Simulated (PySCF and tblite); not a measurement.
Results of a calculation; reference values are marked as such.
C₇H₁₄, numbered as in [CH3:1][CH:2]1[CH2:3][CH2:4][CH2:5][CH2:6][CH2:7]1.

Level: CAM-B3LYP-D3(BJ)/pcSseg-1 (IEF-PCM, chloroform)//GFN2-xTB, thermal terms from GFN2-xTB, symmetry numbers and mirror pairs counted. Conformers within 3 kcal/mol (GFN2-xTB free energy) were kept, 7 at most. Couplings: B3LYP/6-31G* with pcJ-1 on H (gas phase; spin-dipole term only for pairs with B, N, F, Si or P). Couplings are for ¹H. H–H couplings come out 0.1 to 0.9 Hz lower than with pcJ-1 on all atoms. Of two unlike H on one atom, a is the less shielded (CAM-B3LYP/pcSseg-1 (IEF-PCM, chloroform)). (PySCF 2.14, tblite 0.8.)

The 6-ring runs over atoms 2–3–4–5–6–7.

```csv
conformer,shape,weight %
1,6-ring chair (all substituents equatorial),94.5
2,6-ring chair (C1 axial),5.5
```

Give the couplings in each conformer and the averages at 298.15 K (pairs that fast motion interchanges averaged).


```json
{"coupling": "²J(H1,H1)", "pairs": "3", "1": "-13.6", "2": "-13.8", "average (Hz)": "-13.6"}
{"coupling": "³J(H1,H2)", "pairs": "3", "1": "6.5", "2": "7.5", "average (Hz)": "6.6"}
{"coupling": "³J(H2,H3a)", "pairs": "2", "1": "3.4", "2": "5.3", "average (Hz)": "3.5"}
{"coupling": "³J(H2,H3b)", "pairs": "2", "1": "10.8", "2": "2.6", "average (Hz)": "10.3"}
{"coupling": "²J(H3a,H3b)", "pairs": "2", "1": "-13.3", "2": "-13.7", "average (Hz)": "-13.3"}
{"coupling": "³J(H3a,H4a)", "pairs": "2", "1": "3.7", "2": "13.3", "average (Hz)": "4.2"}
{"coupling": "³J(H3a,H4b)", "pairs": "2", "1": "3.5", "2": "4.3", "average (Hz)": "3.6"}
{"coupling": "³J(H3b,H4a)", "pairs": "2", "1": "3.6", "2": "3.8", "average (Hz)": "3.6"}
{"coupling": "³J(H3b,H4b)", "pairs": "2", "1": "12.4", "2": "3.5", "average (Hz)": "11.9"}
{"coupling": "²J(H4a,H4b)", "pairs": "2", "1": "-13.5", "2": "-13.8", "average (Hz)": "-13.5"}
{"coupling": "³J(H4a,H5b)", "pairs": "2", "1": "3.5", "2": "3.7", "average (Hz)": "3.5"}
{"coupling": "³J(H4a,H5a)", "pairs": "2", "1": "3.6", "2": "12.8", "average (Hz)": "4.1"}
{"coupling": "³J(H4b,H5b)", "pairs": "2", "1": "12.4", "2": "3.5", "average (Hz)": "11.9"}
{"coupling": "³J(H4b,H5a)", "pairs": "2", "1": "3.5", "2": "3.7", "average (Hz)": "3.5"}
{"coupling": "²J(H5b,H5a)", "pairs": "1", "1": "-13.4", "2": "-13.4", "average (Hz)": "-13.4"}
```
